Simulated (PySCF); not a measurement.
These compounds are isomers of formula C6H8N2.

A. o-phenylenediamine (Nc1ccccc1N)
B. 4-(aminomethyl)pyridine
C. `N#CC1(CN=C)CC1`

Spectrum 1. $^{1}$H NMR (400 MHz, computed): δ 7.88 (d, 1H), 7.46 (d, 1H), 3.52 (s, 2H), 1.22 (m, 2H), 1.11 (m, 2H). $^{13}$C{$^{1}$H} NMR (computed): δ 159.5 (CH2), 127.5 (C), 72.3 (CH2), 16.8 (CH2), 12.2 (C).

Spectrum 2. $^{1}$H NMR (400 MHz, computed): δ 8.96 (d, J = 5.6 Hz, 2H), 7.21 (d, J = 5.6 Hz, 2H), 3.82 (s, 2H), 0.73 (br s, 2H). $^{13}$C{$^{1}$H} NMR (computed): δ 160.7 (C), 156.9 (CH), 126.7 (CH), 53.8 (CH2).

Spectrum 3. $^{1}$H NMR (400 MHz, computed): δ 6.94 (m, 2H), 6.84 (m, 2H), 2.93 (br s, 4H). $^{13}$C{$^{1}$H} NMR (computed): δ 138.9 (C), 124.5 (CH), 119.5 (CH).

Computational details: spin–spin couplings from B3LYP/pcJ-1 (spin–dipole term left out of most H,H and C,H couplings), shielding tensors at PBE0/pcSseg-1 (GIAO), structure optimised with GFN2-xTB, in PySCF 2.14.0 with density-fitted response routines (one computed conformer, averaged over atoms made equivalent by symmetry, fast rotation or ring inversion, non-relativistic, in vacuum).

Scale: TMS for $^{1}$H and $^{13}$C (reference shieldings calculated alike). Multiplet labels drop J under 1 Hz and among equivalent protons, and merge close values. Unscaled 3J(H,H) run several per cent high. Where no couplings were computed, multiplicities follow the n + 1 count of equivalent neighbours, and m marks all less simple cases (inequivalent or close neighbours, rings, F or P nearby). Shifts are as computed. Against solution values, carbons near 30 ppm lie about +3 ppm off and those near 130 ppm about +5 ppm. Of 1211 compounds with measured shifts, 218 miss one by over three times the rms of a fit or turn the order of signals round; such compounds aren't used in these exercises. OH and NH positions are gas-phase values without hydrogen bonding to other molecules.

Q: Match each spectrum to its structure.

A: 1–C, 2–B, 3–A.

- Spectrum 1 (C): 5 $^{13}$C signals; δC 127.5 is a nitrile carbon; δC 72.3 is an sp3 CH2 bonded to N.
- Spectrum 2 (B): 4 $^{13}$C signals; δC 156.9 is an aromatic CH next to a ring nitrogen; δC 126.7 is an aromatic CH.
- Spectrum 3 (A): 3 $^{13}$C signals; δC 138.9 is an aromatic carbon bearing nitrogen; δC 119.5 is an aromatic CH.
